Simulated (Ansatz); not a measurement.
Wavefunction ladder for C2HClFSi (`C#C[Si](F)Cl`) radical

| atom | x (Å) | y (Å) | z (Å) |
| --- | --- | --- | --- |
| C1 | -1.098 | -0.321 | 1.351 |
| C2 | -0.299 | -0.038 | 0.491 |
| Si3 | 1.054 | 0.438 | -0.606 |
| F4 | 0.570 | 1.631 | -1.542 |
| Cl5 | 1.591 | -1.134 | -1.789 |
| H6 | -1.818 | -0.576 | 2.096 |

The species carries charge 0 and has multiplicity 2. Geometry: relaxed with PBE0-D4/def2-TZVP. Frozen core, unrestricted reference, the Gaussian-basis code of Ansatz. CBS rows extrapolate triple and quadruple zeta; past MP2 they add the triple-zeta difference.

| basis | HF (Eh) | MP2 corr. | CCSD corr. | (T) | CCSD(T) total |
| --- | --- | --- | --- | --- | --- |
| def2-SVP | -923.82878 | -0.62880 | -0.65984 | ? | ? |
| def2-TZVPP | -924.31737 | -0.81874 | ? | -0.03773 | ? |
| def2-QZVPP | -924.34723 | -0.89015 | – | – | – |
| CBS(def2) | ? | -0.94305 | ? | as TZ | ? |

**Question.** Fill in the withheld values. (An estimate is asked.)

**Answer.** The calculation gave: def2-SVP (T): -0.02027; def2-SVP CCSD(T) total: -924.50889; def2-TZVPP CCSD corr.: -0.84706; def2-TZVPP CCSD(T) total: -925.20216; CBS(def2) HF (Eh): -924.35134; CBS(def2) CCSD corr.: -0.97137; CBS(def2) CCSD(T) total: -925.36044.
